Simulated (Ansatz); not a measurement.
Total energies of Al2F4H4N2, SMILES `[F][Al-]1([F])[NH2+][Al-]([F])([F])[NH2+]1`.

Cartesian coordinates in Å:
```
F 2.168 0.907 1.150
Al 0.616 1.067 0.612
F -0.210 2.485 0.794
N -0.459 -0.421 1.197
Al -0.615 -1.067 -0.612
F 0.212 -2.484 -0.793
F -2.168 -0.909 -1.151
N 0.458 0.422 -1.197
H 0.011 -1.057 1.833
H -1.339 -0.162 1.630
H 1.338 0.163 -1.631
H -0.012 1.057 -1.833
```

Charge 0, multiplicity 1. The structure was optimised at the PBE0-D4/def2-TZVP level. Basis def2-TZVPP, the Gaussian-basis code of Ansatz.

RPA on PBE orbitals: Hartree–Fock energy of these orbitals -993.49356 Eh, correlation -2.40346 Eh (frozen core).

```tsv
functional	energy without D4 (Eh)	D4 term (kJ/mol)
LDA (SPW92)	-991.36433	–
PBE	-996.10545	-30.0
revPBE	-996.59437	-82.8
BLYP	-996.83945	-64.6
r2SCAN	-996.63481	-7.4
B97M-V	-996.62284	–
PBE0	-996.16138	-25.5
B3LYP	-996.94791	-48.3
r2SCANh	-996.60366	-7.9
r2SCAN0	-996.55874	-8.7
HSE06 (plane-wave form)	-996.12769	-23.9
BHLYP	-996.70861	-38.7
CAM-B3LYP	-996.79049	-26.1
LC-ωPBE	-996.45880	–
ωB97X-V	-996.65238	–
ωB97M-V	-996.74530	–
B2PLYP	-996.39026	–
PBE-QIDH	-995.94297	–
```

B3LYP takes the VWN-RPA correlation (the form of Gaussian; ORCA's B3LYP/G). HSE06 is the plane-wave form, built on full-range PBE exchange. The double hybrids freeze the cores in their second-order part.

LC-ωPBE has ω = 0.4 bohr⁻¹.
